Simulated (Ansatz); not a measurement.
Stepwise reaction of `[O]=[Mo]([OH])([OH])([OH])[OH]` with hydrogen fluoride, as a gas-phase model of exchange steps in deposition or etching. ΔE in kJ/mol.

Program: Ansatz. Geometries: PBE0-D4/def2-TZVP. ΔE: electronic, gas phase. CBS: MP2 limit from def2 TZ/QZ plus the TZ coupled-cluster correction, frozen cores. This one scheme is used for every species. Functionals use def2-TZVPP. B3LYP here is the variant with VWN-RPA as its local correlation; programs differ in this. Elements past krypton have def2 core potentials. For Mo outer-core shells are correlated without core-valence functions, which leaves a few kJ/mol of doubt a bond. One conformer a species, not always the lowest.

| step | reaction | PBE-D4 | B3LYP-D4 | ωB97M-V | CCSD(T)/CBS |
| --- | --- | --- | --- | --- | --- |
| 2 | `[O]=[Mo]([OH])([OH])([OH])[F]` + H–F → `[O]=[Mo]([OH])([OH])([F])[F]` + H₂O | -29.7 | -27.9 | -28.4 | -20.4 |

Question: Give the row of step 1, `[O]=[Mo]([OH])([OH])([OH])[OH]` + H–F → `[O]=[Mo]([OH])([OH])([OH])[F]` + H₂O. (Estimate.)

Answer: Computed: 
| step | reaction | PBE-D4 | B3LYP-D4 | ωB97M-V | CCSD(T)/CBS |
| --- | --- | --- | --- | --- | --- |
| 1 | `[O]=[Mo]([OH])([OH])([OH])[OH]` + H–F → `[O]=[Mo]([OH])([OH])([OH])[F]` + H₂O | -48.9 | -50.4 | -52.0 | -43.4 |

Question: By hand: ΔE of the 2 steps together at CCSD(T)/CBS.

Answer: (-43.4) + (-20.4) = -63.8 kJ/mol, or -31.9 kJ/mol a step.

In ΔE each step is higher than the one before. All are downhill at CCSD(T)/CBS. PBE-D4 differs from CCSD(T)/CBS by -9.3 to -5.5 kJ/mol a step. Only this route is followed, and other bonds may react first. Isolated molecules leave out the surface, adducts and barriers. Largest T1 diagnostic: 0.025.
